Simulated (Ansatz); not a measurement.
Start from `Br[Si]Br` and change one element to get `[Br][Sn][Br]`.

Ansatz, PBE0-D4/def2-TZVP geometries, multiplicity 1. 

Elements past krypton have def2 core potentials. Scalar relativity is left out up to krypton.

| property | `Br[Si]Br` |
| --- | --- |
| zero-point energy (PBE0-D4/def2-TZVP) / kJ/mol | 5.6 |
| size of the dipole moment (PBE/def2-TZVPP) / D | 0.72 |
| LUMO energy (PBE/def2-TZVPP) / eV | -3.79 |
| LUMO energy (PBE0/def2-TZVPP) / eV | -3.08 |
| ideal-gas entropy at 298 K and 1 bar (rigid rotor, harmonic PBE0-D4/def2-TZVP) / J/(mol·K) | 305 |
| HOMO energy (ωB97M-V/def2-TZVPP) / eV | -9.55 |

**Question.** What does the change do to each property? (Best estimate.)

**Answer.** Computed: 
| property | `[Br][Sn][Br]` | shift |
| --- | --- | --- |
| zero-point energy (PBE0-D4/def2-TZVP) / kJ/mol | 3.4 | -2.2 |
| size of the dipole moment (PBE/def2-TZVPP) / D | 2.81 | 2.09 |
| LUMO energy (PBE/def2-TZVPP) / eV | -3.84 | -0.05 |
| LUMO energy (PBE0/def2-TZVPP) / eV | -3.22 | -0.14 |
| ideal-gas entropy at 298 K and 1 bar (rigid rotor, harmonic PBE0-D4/def2-TZVP) / J/(mol·K) | 329 | 24 |
| HOMO energy (ωB97M-V/def2-TZVPP) / eV | -9.70 | -0.15 |

Dipoles are sizes alone; their direction can turn.

Spin–orbit coupling is left out; it splits and shifts lone-pair levels of the heavy atoms by tenths of an eV.
